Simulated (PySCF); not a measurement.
Nb(OH)2 (H₂NbO₂), SMILES [OH][Nb][OH] (connectivity only; charge and spin as stated), neutral, multiplicity 4.

Geometry: PBE0-D3(BJ)/def2-TZVP. The multiplicity is an assumed one; other spin states were not compared. The def2 effective core potentials stand for the cores of Nb; spin–orbit coupling is left out. One conformer was computed; it need not be the lowest.

The numbers are results of PBE0/def2-TZVPD (PySCF), not measurements.

Gas-phase values at a fixed geometry.

total energy: -208.56813 hartree
point group: D∞h
α spin, highest occupied and lowest empty level: -5.19 and -0.56 eV
β spin, highest occupied and lowest empty level: -9.28 and -1.47 eV
dipole moment: 0.00 D
mean static polarisability: 64.6 bohr³ (9.58 Å³)
polarisability, principal values: 64.6, 64.6, 64.8 bohr³
⟨S²⟩: 3.762 (pure state 3.75)
